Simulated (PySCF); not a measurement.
## Electron attachment to Be2Cl2H4N2

Molecule: (Be2Cl2H4N2). Coordinates in Å; atoms count from 1 in this order:
```
Be    1.0575   -0.3190    0.3067
Cl    2.8092   -0.7977    0.8120
N    -0.0730    0.7524    1.0047
Be   -1.0301    0.3607   -0.3515
Cl   -2.6871    1.0205   -0.9655
N     0.0548   -0.7936   -0.9886
H     0.2045    1.7374    1.1332
H    -0.4466    0.4695    1.9245
H    -0.2633   -1.7756   -0.9719
H     0.3989   -0.6523   -1.9505
```

Level of theory: BP86-D3(BJ)/ma-def2-SVP single points in PySCF, grid level 2; every species was optimised with BP86-D3(BJ)/ma-def2-SVP. The prefix ma- adds one diffuse s and one diffuse p function on all atoms but H. Thermal corrections: GFN2-xTB frequencies, unscaled, ideal gas at 298.15 K and 1 bar, quasi-RRHO entropy. These were taken at the GFN2-xTB minima.

Frontier levels of the parent: HOMO -6.94 eV, LUMO -1.52 eV.

Reduction to the radical anion:
| Item | Value |
| --- | --- |
| Vertical electron affinity (electronic) | 0.23 eV |
| Adiabatic electron affinity (with zero-point energy) | 0.30 eV |
| Adiabatic, electronic part | 0.25 eV |
| Vertical gap at the product's structure | 0.26 eV |
| Inner reorganisation energy (four-point) | 37 meV |
| Relaxation of product / of parent | 19 / 18 meV |
| ⟨S²⟩ of the product | 0.750 |
| Largest spin populations | Be4 0.18, Be1 0.18, N6 0.15, N3 0.15 |
| Largest changes of atomic charge | Be4 -0.18, Be1 -0.18, N6 -0.14, N3 -0.14 |
| Distances that move most (Å) | Be4–Cl5 1.886 → 1.916; Be1–Cl2 1.885 → 1.915; N3–H8 1.032 → 1.039; N6–H9 1.032 → 1.039 |
| Potential in acetonitrile | 1.20 V absolute (solvation -68 → -151 kJ/mol) |

Solvents are IEF-PCM continua (electrostatics only, gas-phase structures); absolute potentials refer to an electron at rest in vacuum.

Caveats: thermal terms of [Be2Cl2H4N2]-• come from a GFN2-xTB structure of other bonding; ma-def2-SVP is a small basis, whose errors can reach tens of kJ/mol; spin-orbit coupling is left out of the energies, which matters for open shells on the heavier atoms.

Hardware: 1 thread of Arm Neoverse V1, shared with other jobs. Command: `OMP_NUM_THREADS=1 python redox_run.py task.json out`. Structures, frequencies and single points: 4 min.
